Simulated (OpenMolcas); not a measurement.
## Cr²⁺: effect of the active space

| Item | Value |
| --- | --- |
| Program | OpenMolcas |
| Method | SS-CASPT2, IPEA 0.25 Eh, imaginary shift 0.1 Eh |
| Basis | ANO-R3 |
| Scalar Hamiltonian | X2C, finite nucleus |
| Spin-orbit coupling | RASSI with atomic mean-field integrals over the reference wave functions, term energies averaged over their components |

A. 4 electrons in 5 orbitals (3d); 2S+1 = 5 even, 5 roots; 2S+1 = 3 even, 45 roots; 2S+1 = 1 even, 50 roots; closed shells correlated: 3s 3p; CASPT2 step roughly 26 core-seconds
B. 4 electrons in 6 orbitals (3d 4s); 2S+1 = 5 even, 15 roots; 2S+1 = 3 even, 90 roots kept (CI in the orbitals of an earlier block); 2S+1 = 1 even, 84 roots kept (CI in the orbitals of an earlier block); closed shells correlated: 3s 3p; CASPT2 step roughly 50 core-seconds

Energies in cm⁻¹ above 3d⁴ ⁵D₀, the measured ground level; measured values from Sugar and Corliss, J. Phys. Chem. Ref. Data 6, 317 (1977).

```csv
Level,A,B,Measured
3d⁴ ⁵D₀,0.0,0.0,0.0
3d⁴ ⁵D₁,66.1,70.8,62.2
3d⁴ ⁵D₂,195,209,183
3d⁴ ⁵D₃,383,410,357
3d⁴ ⁵D₄,624,666,576
3d⁴ ³P₀(1),16450,16610,16771
3d⁴ ³P₁(1),16850,17040,17169
3d⁴ ³H₄,17330,17560,17274
3d⁴ ³H₅,17470,17710,17397
3d⁴ ³P₂(1),17550,17800,17851
3d⁴ ³H₆,17620,17880,17531
3d⁴ ³F₂(1),18440,18560,18452
3d⁴ ³F₃(1),18500,18620,18511
3d⁴ ³F₄(1),18570,18700,18583
3d⁴ ³G₃,20910,20860,20704
3d⁴ ³G₄,21070,21050,20853
3d⁴ ³G₅,21230,21210,20996
3d⁴ ¹G₄(1),25600,25510,25139
3d⁴ ³D₃,26050,25680,25726
3d⁴ ³D₂,26110,25740,25781
3d⁴ ³D₁,26160,25800,25848
3d⁴ ¹I₆,26220,26390,26015
3d⁴ ¹D₂(1),32660,32220,32152
3d⁴ ¹F₃,37290,36930,37005
```

Deviations, from unrounded energies. A percentage is the sum of absolute deviations over the sum of measured energies, with the sign that they share, or ± where signs differ.

| Against measurement | Levels | A | B |
| --- | --- | --- | --- |
| mean absolute deviation (cm-1) | 23 | 190 | 150 |
| fine structure of the ground term (%) | 4 | +7.7 | +15.0 |
| other terms of the ground configuration (%) | 19 | ±1.0 | ±0.8 |

B lies closest to measurement on these levels. The largest miss of B in the table is 3d⁴ ¹I₆, by +380 cm-1. The ranking rests on the paired levels alone, and a cruder setting can come out closer through cancelling errors.

The spin-orbit steps hold different terms of 3d⁴ (B lacks a ¹S), which shifts levels as well.

The two smallest mean deviations differ by little beside CASPT2's spread within terms, so their order carries little weight.

Between A and B the level of the table that moves most is 3d⁴ ¹D₂(1), by 440 cm-1 (lowest in B, highest in A). Moves below CASPT2's spread within the term are not significant.

CASPT2 breaks the degeneracy within a term, and the mean is taken; among the terms shown or strongly mixed into the levels shown the widest spread is 420 cm-1 (3d⁴ ¹G(1), B). Over all roots computed the reference weight is 0.87 to 0.94 in B; the roots of lowest weight are the least certain, and an intruder state may touch them. The CASPT2 spread within a term exceeds the gap to the next term for 3d⁴ ³D and 3d⁴ ¹I, so the order of their levels is uncertain (figures for A; the like holds for B). Terms from blocks run as CI alone lack orbitals of their own (holds for B). Measured partners are found by configuration, term and J. A level has none where our copy of the source lacks it or the pairing is in doubt (some pairs that miss far off the trend of their configuration count as doubtful), and it then counts in no deviation. Levels of configurations outside the active space are missing. Levels that lie high or do not pair safely by name in every column are left out.

A number in round brackets counts repeated terms of one configuration in the order of the reference energies.
